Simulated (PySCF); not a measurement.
PySCF input file for Fe(OH2)6 (FeH12O6), SMILES [OH2]->[Fe+3](<-[OH2])(<-[OH2])(<-[OH2])(<-[OH2])<-[OH2] (connectivity only; charge and spin as stated), charge +3, multiplicity 6, PBE-D3(BJ)/def2-SVP. Geometry optimised at PBE-D3(BJ)/def2-SVP. The multiplicity is an assumed one; no other spin state was optimised. The isomer is the one that the SMILES or the coordinates give; other isomers of the formula were not compared.

```python
import numpy as np
from pyscf import gto, scf, dft, df
from pyscf.hessian import thermo

mol = gto.M(
    atom='''
    Fe    0.00000000    0.00000000    0.00000000
    O     0.00000000   -0.00000000   -2.06623185
    H    -0.79058362   -0.00000000   -2.65960359
    H     0.79058362   -0.00000000   -2.65960359
    O     2.06623185   -0.00000000    0.00000000
    H     2.65960359    0.79058362    0.00000000
    H     2.65960360   -0.79058362    0.00000000
    O    -0.00000000   -2.06623185    0.00000000
    H    -0.00000000   -2.65960360    0.79058362
    H    -0.00000000   -2.65960359   -0.79058362
    O     0.00000000    2.06623185   -0.00000000
    H     0.00000000    2.65960360   -0.79058362
    H     0.00000000    2.65960359    0.79058362
    O    -2.06623185    0.00000000   -0.00000000
    H    -2.65960359   -0.79058362   -0.00000000
    H    -2.65960360    0.79058362   -0.00000000
    O    -0.00000000    0.00000000    2.06623185
    H    -0.79058362    0.00000000    2.65960359
    H     0.79058362    0.00000000    2.65960359
    ''',
    basis='def2-SVP',
    charge=3,
    spin=5,
    max_memory=1600,
    verbose=3,
)
mf = dft.UKS(mol, xc='pbe').density_fit(auxbasis='def2-universal-jkfit')
mf.disp = 'd3bj'
mf.grids.level = 3
mf.conv_tol = 1e-11
mf.max_cycle = 100
mf.kernel()
fine, coarse = mf.grids, dft.Grids(mol).set(level=1).build(with_non0tab=True)
for _ in range(3):  # follow internal instabilities
    mf.grids = coarse
    mo, _, stable, _ = mf.stability(return_status=True, nroots=4)
    mf.grids = fine
    if stable:
        break
    mf.kernel(mf.make_rdm1(mo, mf.mo_occ))

# [left out here: the lines that compute and print the analytic Hessian (its translational invariance restored by hand, since the grid's response is missing), thermochemistry and intensities]
```

Log of the run:

```

WARN: HOMO 0.00777423500512423 >= LUMO -0.0664740849638905


WARN: HOMO -1.08703133734897 >= LUMO -1.10972558203413


WARN: HOMO -0.964971198018186 >= LUMO -0.996253132773935


WARN: HOMO -0.849859602105743 >= LUMO -0.941800602950363


WARN: HOMO -0.84866090399061 >= LUMO -0.949505859547024


WARN: HOMO -0.826137756677933 >= LUMO -0.903674820234995


WARN: HOMO -0.866115858472728 >= LUMO -0.871313174156179


WARN: HOMO -0.831794435824042 >= LUMO -0.882819538613715


WARN: HOMO -0.394865304533811 >= LUMO -0.42542581375721


WARN: HOMO -0.85386621814034 >= LUMO -0.881576409531494


WARN: HOMO -0.788646318455084 >= LUMO -0.827061272727797


WARN: HOMO -0.738805630110501 >= LUMO -0.760813877014578


WARN: HOMO -0.802147694320317 >= LUMO -0.861800477093142


WARN: HOMO -0.801904212887925 >= LUMO -0.828799584710033


WARN: HOMO -0.749086124194228 >= LUMO -0.850097600975575


WARN: HOMO -0.807287111952933 >= LUMO -0.870226308531989


WARN: HOMO -0.808221252464184 >= LUMO -0.877088869292055


WARN: HOMO -0.408914042670336 >= LUMO -0.468233623089263


WARN: HOMO -0.81671716457919 >= LUMO -0.901641815378141


WARN: HOMO -0.871459471629036 >= LUMO -0.898989039048456


WARN: HOMO -0.79811517507395 >= LUMO -0.890706916400255


WARN: HOMO -0.868142599061975 >= LUMO -0.888364508283383


WARN: HOMO -0.7952789804694 >= LUMO -0.892000798213968


WARN: HOMO -0.827885330702932 >= LUMO -0.91044395375566


WARN: HOMO -0.83047587639652 >= LUMO -0.912784917751376


WARN: HOMO -0.370348407258665 >= LUMO -0.387977378065648


WARN: HOMO -0.872608182318674 >= LUMO -0.885425851069343


WARN: HOMO -0.855798662657794 >= LUMO -0.901077615263987

converged SCF energy = -1720.01751765042  <S^2> = 8.7524161  2S+1 = 6.0008053
<class 'pyscf.df.df_jk.DFUKS'> wavefunction is stable in the internal stability analysis

WARN: DFTD3 does not support analytical Hessian, using finite difference


WARN: Mole.unit (angstrom) is changed to Bohr

Mode                                 0                   1                   2
Irrep
Freq [cm^-1]                      104.4771            104.4774            104.4774
Reduced mass [au]                   4.1813              4.1813              4.1813
Force const [Dyne/A]                0.0269              0.0269              0.0269
Char temp [K]                     150.3192            150.3197            150.3197
Normal mode                   x     y     z       x     y     z       x     y     z
       0  Fe                -0.01  0.00  0.00    0.00  0.00  0.01   -0.00 -0.01  0.00
       1   O                 0.11  0.01 -0.00   -0.00  0.01 -0.00    0.01 -0.11 -0.00
       2   H                 0.16  0.01 -0.07   -0.00  0.01 -0.00    0.01 -0.13 -0.00
       3   H                 0.16  0.01  0.07   -0.00  0.01 -0.00    0.01 -0.13  0.00
       4   O                 0.00 -0.01  0.00   -0.00 -0.01  0.11    0.00  0.11  0.01
       5   H                 0.01 -0.01  0.00    0.01 -0.01  0.13   -0.07  0.16  0.01
       6   H                 0.00 -0.01  0.00   -0.01 -0.01  0.13    0.07  0.16  0.01
       7   O                -0.11 -0.00 -0.00    0.00 -0.00 -0.11   -0.00  0.00 -0.01
       8   H                -0.13 -0.00 -0.00    0.00 -0.07 -0.16   -0.01 -0.00 -0.01
       9   H                -0.13  0.00 -0.00    0.00  0.07 -0.16   -0.01  0.01 -0.01
      10   O                -0.11 -0.00 -0.00    0.00 -0.00 -0.11   -0.00  0.00 -0.01
      11   H                -0.13 -0.00 -0.00    0.00 -0.07 -0.16   -0.01 -0.00 -0.01
      12   H                -0.13  0.00 -0.00    0.00  0.07 -0.16   -0.01  0.01 -0.01
      13   O                 0.00 -0.01  0.00   -0.00 -0.01  0.11    0.00  0.11  0.01
      14   H                 0.01 -0.01  0.00    0.01 -0.01  0.13   -0.07  0.16  0.01
      15   H                 0.00 -0.01  0.00   -0.01 -0.01  0.13    0.07  0.16  0.01
      16   O                 0.11  0.01 -0.00   -0.00  0.01 -0.00    0.01 -0.11 -0.00
      17   H                 0.16  0.01  0.07   -0.00  0.01 -0.00    0.01 -0.13  0.00
      18   H                 0.16  0.01 -0.07   -0.00  0.01 -0.00    0.01 -0.13 -0.00
Mode                                 3                   4                   5
Irrep
Freq [cm^-1]                      149.1591            149.1592            149.1593
Reduced mass [au]                   4.4942              4.4942              4.4942
Force const [Dyne/A]                0.0589              0.0589              0.0589
Char temp [K]                     214.6067            214.6069            214.6070
Normal mode                   x     y     z       x     y     z       x     y     z
       0  Fe                -0.00 -0.00  0.00   -0.00  0.00 -0.00   -0.00  0.00  0.00
       1   O                 0.10  0.01  0.00    0.00  0.04 -0.00    0.01 -0.12  0.00
       2   H                 0.17  0.00 -0.08    0.00  0.05 -0.00    0.01 -0.08 -0.00
       3   H                 0.17  0.00  0.08    0.00  0.01  0.00    0.01 -0.09  0.00
       4   O                -0.00  0.00 -0.12   -0.00 -0.10 -0.00   -0.00 -0.03 -0.01
[...]
       2   H                 0.38  0.00  0.26    0.10 -0.00  0.07   -0.08  0.00 -0.05
       3   H                -0.39  0.00  0.26   -0.08 -0.00  0.05    0.08  0.00 -0.06
       4   O                -0.01  0.00 -0.00    0.03 -0.00 -0.00    0.01  0.00  0.00
       5   H                 0.05  0.07  0.00   -0.26 -0.38  0.00   -0.08 -0.11 -0.00
       6   H                 0.05 -0.07  0.00   -0.27  0.39  0.00   -0.06  0.09 -0.00
       7   O                -0.00 -0.01  0.00    0.00  0.01  0.00    0.00 -0.03 -0.00
       8   H                 0.00  0.08 -0.11   -0.00 -0.06  0.08   -0.00  0.26 -0.38
       9   H                 0.00  0.06  0.09   -0.00 -0.06 -0.09   -0.00  0.26  0.38
      10   O                -0.00 -0.01  0.00    0.00  0.01  0.00    0.00 -0.03 -0.00
      11   H                 0.00  0.08 -0.11   -0.00 -0.06  0.08   -0.00  0.26 -0.38
      12   H                 0.00  0.06  0.09   -0.00 -0.06 -0.09   -0.00  0.26  0.38
      13   O                -0.01  0.00 -0.00    0.03 -0.00 -0.00    0.01  0.00  0.00
      14   H                 0.05  0.07  0.00   -0.26 -0.38  0.00   -0.08 -0.11 -0.00
      15   H                 0.05 -0.08  0.00   -0.26  0.38  0.00   -0.06  0.09 -0.00
      16   O                 0.00 -0.00 -0.03   -0.00  0.00 -0.01   -0.00 -0.00  0.01
      17   H                -0.39  0.00  0.27   -0.08 -0.00  0.06    0.08  0.00 -0.06
      18   H                 0.38  0.00  0.26    0.11 -0.00  0.07   -0.07  0.00 -0.05
Mode                                42                  43                  44
Irrep
Freq [cm^-1]                     3532.9930           3532.9939           3567.9074
Reduced mass [au]                   1.0449              1.0449              1.0463
Force const [Dyne/A]                7.6842              7.6843              7.8478
Char temp [K]                    5083.1903           5083.1916           5133.4243
Normal mode                   x     y     z       x     y     z       x     y     z
       0  Fe                -0.00  0.00  0.00   -0.00  0.00  0.00   -0.00  0.00 -0.00
       1   O                 0.00  0.00  0.02    0.00  0.00  0.02    0.00  0.00 -0.02
       2   H                -0.27 -0.00 -0.18   -0.19 -0.00 -0.13    0.23  0.00  0.16
       3   H                 0.27 -0.00 -0.18    0.19 -0.00 -0.13   -0.23  0.00  0.16
       4   O                -0.00 -0.00 -0.00    0.03 -0.00  0.00    0.02 -0.00  0.00
       5   H                 0.02  0.03 -0.00   -0.22 -0.33 -0.00   -0.16 -0.23 -0.00
       6   H                 0.02 -0.03 -0.00   -0.22  0.33 -0.00   -0.16  0.23 -0.00
       7   O                -0.00 -0.03  0.00   -0.00  0.01 -0.00   -0.00 -0.02 -0.00
       8   H                 0.00  0.20 -0.30    0.00 -0.10  0.14    0.00  0.16 -0.23
       9   H                 0.00  0.20  0.30    0.00 -0.10 -0.14    0.00  0.16  0.23
      10   O                -0.00  0.03  0.00   -0.00 -0.01 -0.00   -0.00  0.02 -0.00
      11   H                 0.00 -0.20  0.30    0.00  0.10 -0.14    0.00 -0.16  0.23
      12   H                 0.00 -0.20 -0.30    0.00  0.10  0.14    0.00 -0.16 -0.23
      13   O                 0.00 -0.00 -0.00   -0.03 -0.00  0.00   -0.02  0.00  0.00
      14   H                -0.02 -0.03 -0.00    0.22  0.33 -0.00    0.16  0.23 -0.00
      15   H                -0.02  0.03 -0.00    0.22 -0.33 -0.00    0.16 -0.23 -0.00
      16   O                 0.00  0.00 -0.02    0.00  0.00 -0.02    0.00  0.00  0.02
      17   H                -0.27 -0.00  0.18   -0.19 -0.00  0.13    0.23 -0.00 -0.16
      18   H                 0.27 -0.00  0.18    0.19 -0.00  0.13   -0.23 -0.00 -0.16
Mode                                45                  46                  47
Irrep
Freq [cm^-1]                     3614.1851           3614.1854           3614.1855
Reduced mass [au]                   1.0848              1.0848              1.0848
Force const [Dyne/A]                8.3491              8.3491              8.3491
Char temp [K]                    5200.0076           5200.0081           5200.0082
Normal mode                   x     y     z       x     y     z       x     y     z
       0  Fe                 0.00  0.00 -0.00   -0.00  0.00  0.00   -0.00  0.00  0.00
       1   O                 0.05 -0.00  0.00   -0.00 -0.00 -0.00   -0.00  0.00  0.00
       2   H                -0.38  0.00 -0.28    0.00  0.00  0.00    0.00 -0.00  0.00
       3   H                -0.38  0.00  0.28    0.00  0.00 -0.00    0.00  0.00 -0.00
       4   O                -0.00 -0.00 -0.00   -0.00 -0.00 -0.00   -0.00 -0.05  0.00
       5   H                 0.00  0.00  0.00    0.01  0.01 -0.00    0.28  0.39  0.00
       6   H                -0.00  0.00  0.00   -0.01  0.01  0.00   -0.28  0.39 -0.00
       7   O                -0.00  0.00 -0.00    0.00 -0.00 -0.05    0.00 -0.00  0.00
       8   H                 0.00 -0.00  0.00   -0.00 -0.28  0.38   -0.00  0.01 -0.01
       9   H                -0.00  0.00  0.00   -0.00  0.28  0.38   -0.00 -0.01 -0.01
      10   O                -0.00 -0.00  0.00   -0.00 -0.00  0.05   -0.00 -0.00 -0.00
      11   H                -0.00  0.00 -0.00    0.00  0.28 -0.38    0.00 -0.01  0.01
      12   H                 0.00 -0.00 -0.00    0.00 -0.28 -0.38    0.00  0.01  0.01
      13   O                -0.00  0.00  0.00    0.00  0.00 -0.00    0.00  0.05 -0.00
      14   H                -0.00 -0.00 -0.00   -0.01 -0.01  0.00   -0.28 -0.38 -0.00
      15   H                 0.00 -0.00 -0.00    0.01 -0.01 -0.00    0.28 -0.38  0.00
      16   O                -0.05  0.00  0.00    0.00  0.00 -0.00    0.00 -0.00 -0.00
      17   H                 0.39 -0.00 -0.28   -0.00 -0.00  0.00   -0.00 -0.00  0.00
      18   H                 0.39 -0.00  0.28   -0.00 -0.00 -0.00   -0.00  0.00 -0.00
Mode                                48                  49                  50
Irrep
Freq [cm^-1]                     3614.7745           3614.7748           3614.7749
Reduced mass [au]                   1.0848              1.0848              1.0848
Force const [Dyne/A]                8.3518              8.3518              8.3518
Char temp [K]                    5200.8557           5200.8562           5200.8563
Normal mode                   x     y     z       x     y     z       x     y     z
       0  Fe                -0.00  0.00 -0.00    0.00  0.00 -0.00   -0.00 -0.00 -0.00
       1   O                 0.05 -0.00  0.00   -0.00 -0.00  0.00    0.00  0.00  0.00
       2   H                -0.39  0.00 -0.28   -0.01  0.00 -0.01   -0.00 -0.00 -0.00
       3   H                -0.38  0.00  0.28    0.02  0.00 -0.01   -0.00 -0.00  0.00
       4   O                 0.00 -0.00  0.00   -0.00 -0.00  0.00    0.00  0.05  0.00
       5   H                -0.01 -0.01 -0.00    0.00  0.00 -0.00   -0.28 -0.38 -0.00
       6   H                -0.01  0.01 -0.00   -0.00  0.00 -0.00    0.28 -0.38 -0.00
       7   O                 0.00 -0.00  0.00   -0.00 -0.00  0.05    0.00  0.00  0.00
       8   H                -0.00  0.00 -0.00    0.00  0.28 -0.38   -0.00 -0.01  0.01
       9   H                -0.00 -0.00 -0.00    0.00 -0.28 -0.38   -0.00 -0.01 -0.02
      10   O                 0.00 -0.00  0.00   -0.00 -0.00  0.05    0.00  0.00  0.00
      11   H                -0.00  0.00 -0.00    0.00  0.28 -0.39   -0.00 -0.01  0.01
      12   H                -0.00 -0.00 -0.00    0.00 -0.28 -0.38   -0.00 -0.01 -0.02
      13   O                 0.00 -0.00  0.00   -0.00 -0.00  0.00    0.00  0.05  0.00
      14   H                -0.01 -0.01 -0.00    0.00  0.00 -0.00   -0.28 -0.39 -0.00
      15   H                -0.01  0.01 -0.00   -0.00  0.00 -0.00    0.28 -0.39 -0.00
      16   O                 0.05 -0.00  0.00   -0.00 -0.00  0.00    0.00  0.00  0.00
      17   H                -0.38  0.00  0.28    0.02  0.00 -0.01   -0.00 -0.00  0.00
      18   H                -0.38  0.00 -0.28   -0.01  0.00 -0.01   -0.00 -0.00 -0.00
[traceback left out]
RuntimeError: symmetry group: Th
```

The program stopped with an error.
